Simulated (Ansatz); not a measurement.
`C[N]=[Mo]([NH2])(=[O])[F]` + `C[N](C)[Mo](=[O])(=[O])[F]` → `C[N]=[Mo]([NH2])(=[O])[N](C)C` + `[O]=[Mo](=[O])([F])[F]`  (redistribution)

Calculated with Ansatz (gas phase, PBE0-D4/def2-TZVP geometries, no zero-point term in ΔE). CBS: MP2 limit from def2 TZ/QZ plus the TZ coupled-cluster correction, frozen cores. DFT in def2-TZVPP. HSE06 is defined as in plane-wave codes. Elements past krypton have def2 core potentials. For Mo outer-core shells are correlated without core-valence functions, which leaves a few kJ/mol of doubt a bond. Each species was taken in one conformer, which may not be the lowest.

Task: Is it downhill or uphill in electronic energy at CCSD(T)/CBS, and by how much? (An estimate is asked.)

Result: The calculation gave: Uphill: ΔE = +37.5 kJ/mol.

Task: What do these levels give: revPBE-D4, BLYP-D4, B97M-V, r2SCAN0-D4, HSE06-D4, revPBE, PBE0, CCSD(T)/def2-SVP, MP2/def2-TZVPP, SCS-MP2/def2-TZVPP, HF/CBS(def2), MP2/CBS(def2)? (Estimate.)

Result: Computed: revPBE-D4 31.9, BLYP-D4 36.3, B97M-V 34.1, r2SCAN0-D4 37.4, HSE06-D4 35.8, revPBE 37.3, PBE0 38.4, CCSD(T)/def2-SVP 35.6, MP2/def2-TZVPP 30.6, SCS-MP2/def2-TZVPP 32.6, HF/CBS(def2) 40.5, MP2/CBS(def2) 33.8 kJ/mol.

Largest T1 diagnostic among the species: 0.025, so the coupled-cluster value is less sure than usual.

The D4 term adds −3.8 kJ/mol with B3LYP and −2.7 kJ/mol with PBE0; it sums over pairs of atoms, weighted by their polarisabilities, and B3LYP, whose exchange is more repulsive, gets the larger term. Leaving LDA and LC-ωPBE aside and taking each functional with its dispersion term where it has one, the values, not all of them listed here, spread over 7.5 kJ/mol, from revPBE-D4 to BHLYP-D4.

B3LYP here is the variant with VWN-RPA as its local correlation; programs differ in this.
